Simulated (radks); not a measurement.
Spin polarisation of the 5d1 shell in neutral lutetium. Start: [Xe] 4f14 5d(up 0.5, down 0.5) 6s2; electrons of 5d are moved from spin down to spin up, other shells keep equal spins. All-electron calculation, non-relativistic Kohn-Sham, LDA (Slater exchange, Perdew-Wang correlation), spin-polarised, spherical densities, point nucleus. Program: a radial shooting solver on a logarithmic mesh with Libxc functionals.

moment (Bohr magnetons)  E - E(0) (eV)  e(5d up) (eV)  e(5d down) (eV)  6s down minus up (eV)  4f down minus up (eV)  5p down minus up (eV)
0                                0.000         -2.821           -2.821                  0.000                  0.000                  0.000
0.25                            -0.007         -2.877           -2.760                  0.081                  0.018                  0.097
0.5                             -0.029         -2.930           -2.695                  0.163                  0.035                  0.193
0.75                            -0.066         -2.979           -2.627                  0.244                  0.053                  0.290
1                               -0.117         -3.024           -2.554                  0.327                  0.070                  0.386

At moment 1 the spin-polarisation energy is -0.117 eV and the 5d exchange splitting 0.470 eV, that is 0.470 eV per Bohr magneton; E = -I m^2/4 would give I = 0.470 eV.
